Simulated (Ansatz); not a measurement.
System: ethylenediamine, C2H8N2, net charge 0, singlet state. 
Structure (B3LYP-D3(BJ)/def2-TZVP (Ansatz, a first-principles code) minimum search):
SMILES: NCCN
```xyz
12

N      1.8004     0.4329    -0.2539
C      0.5735     0.1334     0.4836
C     -0.5515    -0.2148    -0.4799
N     -1.7787    -0.5130     0.2575
H      2.5813     0.5552     0.3786
H      1.7040     1.2957    -0.7773
H      0.2389     0.9548     1.1379
H      0.7571    -0.7273     1.1290
H     -0.2619    -1.1016    -1.0463
H     -0.6612     0.6050    -1.2084
H     -2.5003    -0.8544    -0.3651
H     -2.1418     0.3214     0.7042
```
Charge 0, spin multiplicity 1.

Basis-set convergence of Hartree-Fock and CCSD correlation energies (hartree) with Ansatz. Cores are frozen in the correlated levels unless marked. No spin-orbit coupling. Non-relativistic.

```tsv
basis	functions	E(HF)	E(corr, CCSD)
aug-cc-pVDZ	164	-189.30759	-0.71480
aug-cc-pVTZ	368	[?]	[?]
```

Task: Fill in the missing entries.

Result: 
- aug-cc-pVTZ, E(HF): -189.35230
- aug-cc-pVTZ, E(corr, CCSD): -0.83718
